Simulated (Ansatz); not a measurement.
Molecular dynamics of H17ClO8

The input (input.yaml):

```yaml
crystal:
  lattice:
    - [7.232339, 0.0, 0.0]
    - [0.0, 7.232339, 0.0]
    - [0.0, 0.0, 7.232339]
  atoms:
    - { symbol: O, position: [0.29083777, 0.54004905, 0.78216026] }
    - { symbol: H, position: [0.40528143, 0.59441436, 0.74220956] }
    - { symbol: H, position: [0.31563167, 0.40848716, 0.73957989] }
    - { symbol: O, position: [0.00674034, 0.12925162, 0.09923823] }
    - { symbol: H, position: [0.07566642, 0.17662305, 0.19995375] }
    - { symbol: H, position: [0.09407598, 0.1091935, -0.00176089] }
    - { symbol: O, position: [0.6090911, 0.67560803, 0.61457306] }
    - { symbol: H, position: [0.51401264, 0.72183578, 0.51562652] }
    - { symbol: H, position: [0.69522656, 0.77942857, 0.6168335] }
    - { symbol: O, position: [0.4280641, 0.86553059, 0.35372749] }
    - { symbol: H, position: [0.35164497, 0.80956254, 0.2571873] }
    - { symbol: H, position: [0.54302483, 0.90103949, 0.29376404] }
    - { symbol: O, position: [0.84668908, 0.50084885, 0.23727131] }
    - { symbol: H, position: [0.94892885, 0.5819657, 0.21884104] }
    - { symbol: H, position: [0.82209096, 0.44827856, 0.11226823] }
    - { symbol: O, position: [0.75668556, 0.31404701, 0.56824063] }
    - { symbol: H, position: [0.75532565, 0.40872499, 0.66447308] }
    - { symbol: H, position: [0.77269352, 0.38353935, 0.45191744] }
    - { symbol: O, position: [0.17885167, 0.73482613, 0.13211186] }
    - { symbol: H, position: [0.09958267, 0.84337239, 0.10676702] }
    - { symbol: H, position: [0.18234799, 0.65935252, 0.01566385] }
    - { symbol: O, position: [0.41875956, 0.16330754, 0.81131393] }
    - { symbol: H, position: [0.42140961, 0.02870511, 0.78800179] }
    - { symbol: H, position: [0.52099138, 0.21404377, 0.73795757] }
    - { symbol: Cl, position: [0.96762613, 1.00488936, 0.63786471] }
    - { symbol: H, position: [0.84375923, 1.17354603, 0.60210175] }
basis:
  ecutwfc: 420.0
kpoints:
  mp_grid: { grid: [1, 1, 1] }
hamiltonian:
  xc: pbe
scf:
  occupations: { method: fermi_dirac, width: 0.05 }
  lower_state_search: "off"
md:
  timestep: 0.5
  n_steps: 400
  ensemble: nvt_nose_hoover
  temperature: 500.0
  initial_velocities: maxwell_boltzmann
  seed: 873143
  nose_hoover: { tau: 200.0, chain_length: 3 }
```

Command:

```bash
$ ansatz run input.yaml --threads 1 --pin off --max-ram 3072MiB --backend cpu --events-out ev --progress --plain --runs-dir out
```

It goes on from the last frame of an earlier run, with new velocities.

Output, in part (step lines):

```
md step     0: t =     0.00 fs  T =   500.0 K  F+E_penalty+E_count = -5892.40436310 eV  E_kin = 1.615750 eV  conserved = -5890.78861311 eV  (8 SCF iters)
md step     1: t =     0.50 fs  T =   509.2 K  F+E_penalty+E_count = -5892.43503153 eV  E_kin = 1.645504 eV  conserved = -5890.78952713 eV  (8 SCF iters)
md step     2: t =     1.00 fs  T =   508.5 K  F+E_penalty+E_count = -5892.43270233 eV  E_kin = 1.643297 eV  conserved = -5890.78940462 eV  (8 SCF iters)
md step     3: t =     1.50 fs  T =   498.6 K  F+E_penalty+E_count = -5892.39967613 eV  E_kin = 1.611329 eV  conserved = -5890.78834561 eV  (8 SCF iters)
md step     4: t =     2.00 fs  T =   484.4 K  F+E_penalty+E_count = -5892.35239499 eV  E_kin = 1.565456 eV  conserved = -5890.78693780 eV  (8 SCF iters)
md step     5: t =     2.50 fs  T =   472.3 K  F+E_penalty+E_count = -5892.31232768 eV  E_kin = 1.526307 eV  conserved = -5890.78601941 eV  (5 SCF iters)
md step     6: t =     3.00 fs  T =   466.4 K  F+E_penalty+E_count = -5892.29338169 eV  E_kin = 1.507251 eV  conserved = -5890.78612973 eV  (4 SCF iters)
md step     7: t =     3.50 fs  T =   466.3 K  F+E_penalty+E_count = -5892.29400367 eV  E_kin = 1.506962 eV  conserved = -5890.78704355 eV  (4 SCF iters)
[... lines left out ...]
md step   400: t =   200.00 fs  T =   363.4 K  F+E_penalty+E_count = -5891.65126673 eV  E_kin = 1.174207 eV  conserved = -5890.78478581 eV  (7 SCF iters)
```

The steps, from the saved trajectory:

| time (fs) | T (K) | potential energy less start (eV) | conserved less start (meV/atom) |
| --- | --- | --- | --- |
| 0.0 | 500 | 0.000 | 0.00 |
| 6.5 | 425 | 0.243 | 0.04 |
| 13.0 | 339 | 0.523 | 0.13 |
| 19.5 | 374 | 0.408 | -0.04 |
| 26.0 | 412 | 0.290 | 0.08 |
| 32.5 | 459 | 0.140 | 0.07 |
| 39.0 | 447 | 0.183 | 0.04 |
| 45.5 | 390 | 0.368 | 0.00 |
| 52.0 | 299 | 0.667 | 0.09 |
| 58.5 | 340 | 0.537 | 0.04 |
| 65.0 | 344 | 0.529 | 0.02 |
| 71.5 | 323 | 0.606 | 0.15 |
| 78.0 | 409 | 0.332 | 0.06 |
| 84.5 | 398 | 0.373 | 0.03 |
| 91.0 | 371 | 0.471 | 0.08 |
| 97.5 | 376 | 0.464 | 0.00 |
| 104.0 | 337 | 0.602 | 0.08 |
| 110.5 | 304 | 0.715 | 0.06 |
| 117.0 | 335 | 0.626 | 0.16 |
| 123.5 | 415 | 0.379 | 0.03 |
| 130.0 | 413 | 0.401 | 0.10 |
| 136.5 | 403 | 0.446 | 0.02 |
| 143.0 | 424 | 0.397 | 0.06 |
| 149.5 | 407 | 0.470 | 0.05 |
| 156.0 | 404 | 0.493 | 0.02 |
| 162.5 | 398 | 0.533 | 0.09 |
| 169.0 | 395 | 0.557 | 0.03 |
| 175.5 | 396 | 0.577 | 0.13 |
| 182.0 | 403 | 0.571 | 0.12 |
| 188.5 | 386 | 0.644 | 0.06 |
| 195.0 | 376 | 0.698 | 0.12 |

All steps were run. The conserved energy stayed within 0.17 meV per atom of its start (net change 0.15 meV per atom), so the integration is sound. The mean temperature of the second half is 23 % below the set value. A run of 0.2 ps of so small a system gives no equilibrium averages. Limits of this set-up: coarse k mesh.

Mean squared displacements from the first frame to the last, about the centre of mass: O 0.93 Å², H 1.95 Å², Cl 0.18 Å².

Last frame:

```xyz
26
Lattice="7.2323 0.0000 0.0000 0.0000 7.2323 0.0000 0.0000 0.0000 7.2323" Properties=species:S:1:pos:R:3
O 1.992 3.465 6.539
H 2.069 2.508 6.317
H 2.790 3.926 6.186
O 0.059 1.252 0.247
H 0.677 1.902 0.670
H 0.415 1.024 -0.642
O 4.590 4.494 4.454
H 4.190 5.415 4.255
H 5.438 4.715 4.896
O 3.049 7.696 2.798
H 2.555 7.216 2.058
H 3.724 8.327 2.402
O 5.860 4.519 1.735
H 5.218 4.466 2.376
H 6.713 4.810 2.118
O 5.541 1.561 3.020
H 5.416 2.378 3.529
H 5.946 1.856 2.176
O 1.362 5.821 1.560
H 0.510 5.838 1.068
H 1.825 5.027 1.164
O 2.979 0.462 5.519
H 2.436 -0.338 5.494
H 3.116 0.554 4.580
Cl 7.094 6.855 4.645
H 6.293 7.553 3.746
```

Time of the run: 19 min on 1 thread of Intel(R) Xeon(R) Processor @ 2.50GHz (Skylake/Cascade Lake), with other jobs on the host, peak memory 0.43 GiB.
